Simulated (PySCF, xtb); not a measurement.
Zn(Et)(NH2) (C₂H₇NZn), SMILES C[CH2][Zn][NH2].

GFN2-xTB (xtb) at its own geometry gives an orbital gap of 3.56 eV and a dipole moment of 1.44 D.

Coordinates come from a B3LYP-D3(BJ)/def2-SVP optimisation. The structure was generated by enumeration; whether it is a known compound was not checked. One conformer was computed; it need not be the lowest.

Problem. What does PBE/def2-TZVP in PySCF give? (An estimate is asked for; the answer gives what the named calculation found.)

Solution. gap 4.49 eV (levels -5.27 and -0.78 eV), dipole 0.94 D.
